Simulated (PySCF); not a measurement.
Question: Give a GFN2-xTB geometry of `C1CC1[C@H]([Si@@H](O)O[SiH3])[SiH3]`.

Answer: 
```
atom  x, y, z in Å
O1     0.761    1.530    2.181
Si2    0.943    0.998    0.656
O3     2.460    0.442    0.497
Si4    3.706   -0.338   -0.171
C5    -0.370   -0.353    0.432
Si6   -0.149   -1.238   -1.237
C7    -1.731    0.245    0.718
C8    -3.016   -0.447    0.376
C9    -2.608    0.793   -0.363
H10    1.435    2.066    2.591
H11    0.828    2.103   -0.293
H12    3.763   -1.664    0.444
H13    3.505   -0.416   -1.617
H14    4.870    0.478    0.176
H15   -0.187   -1.109    1.207
H16   -0.104   -0.292   -2.357
H17    1.106   -1.994   -1.209
H18   -1.228   -2.201   -1.487
H19   -1.743    0.800    1.650
H20   -3.835   -0.380    1.076
H21   -2.974   -1.387   -0.150
H22   -2.285    0.682   -1.386
H23   -3.152    1.708   -0.177
```

Orientation and origin are arbitrary. Atoms count from 1 in this order. The 3-membered ring C7–C8–C9 has internal angles of 59.9° to 60.1°. Of the pairs four or more bonds apart, Si6···H22 is among the closest relative to their van der Waals radii: 2.88 Å, 87 % of the sum of Bondi's values. Si2 (oxygen-bound silicon) is distorted tetrahedral (angles from 105.5° to 114.0°). Si4 (oxygen-bound silicon) is distorted tetrahedral (angles from 104.2° to 112.0°).

Bonds between heavy atoms (Å): O1–Si2 1.625, Si2–O3 1.623, O3–Si4 1.615, Si2–C5 1.897, C5–Si6 1.902, C5–C7 1.514, C7–C8 1.499, C8–C9 1.500, C7–C9 1.496.

Computed geometry: GFN2-xTB, gas phase.

Point group: C1 (no symmetry element, even within 0.4 Å). Whether it is a minimum is left open (no frequencies). One conformer, not necessarily the lowest (H–O1–Si2–O3 45°, O1–Si2–O3–Si4 166°, O1–Si2–C5–Si6 -173°, Si2–C5–C7–C8 167°).
